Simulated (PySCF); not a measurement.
**Correlation energy of Cr (chromium, neutral)**

[Ar] 3d5 4s1, high-spin 7S determinant. All numbers are calculated (PySCF 2.14, scalar relativity by spin-free X2C-1e, in x2c-QZVPPall). Frozen: [Ar]; 6 electrons correlated.

MP2 pair energies summed by pair of shells (mhartree):

```tsv
pair	energy	share (%)
3d-3d	-84.77	85.7
3d-4s	-14.17	14.3
```

Total MP2 correlation energy: -98.93 mhartree.

Same-spin part -98.93 and opposite-spin part 0.00 mhartree; SCS-MP2 scales them by 1/3 and 6/5 to -32.98 mhartree.
